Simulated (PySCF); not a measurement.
## Dipole response of Mg (magnesium, neutral)

[Ne] 3s1 3p1, high-spin 3P determinant (an excited configuration). All numbers are calculated (PySCF 2.14, no relativity, point nucleus, in dyall-av2z (14s10p4d, 64 functions)). Coupled (time-dependent) response in atomic units; α is the mean over directions. A double-zeta set is small for polarisabilities.

```json
{"method": "UHF", "mean α (bohr³)": "95.23", "α xx, yy, zz": "83.16, 119.4, 83.16", "C₆ (like pair)": "949.4", "S(−4)": "5538"}
{"method": "PBE", "mean α (bohr³)": "103.0", "α xx, yy, zz": "82.44, 144.2, 82.44", "C₆ (like pair)": "1026", "S(−4)": "7895"}
{"method": "PBE0", "mean α (bohr³)": "99.54", "α xx, yy, zz": "82.24, 134.2, 82.24", "C₆ (like pair)": "989.8", "S(−4)": "6789"}
{"method": "LC-wPBE", "mean α (bohr³)": "92.32", "α xx, yy, zz": "80.84, 115.3, 80.84", "C₆ (like pair)": "903.5", "S(−4)": "5162"}
{"method": "BHandHLYP", "mean α (bohr³)": "97.21", "α xx, yy, zz": "79.63, 132.4, 79.63", "C₆ (like pair)": "952.5", "S(−4)": "6600"}
```

S(−4) is the Cauchy moment in α(ω) = α(0) + S(−4) ω² + …

α(iu) at PBE0:

```csv
u (hartree),α(iu) (bohr³)
0,99.54
0.0500,85.77
0.100,62.66
0.200,31.64
0.300,17.70
0.500,7.616
0.750,3.816
1.00,2.376
1.50,1.275
2.00,0.8469
3.00,0.4866
5.00,0.2364
```

The components differ because the open shell of this determinant is not spherical; for a pure term their mean is the scalar polarisability.
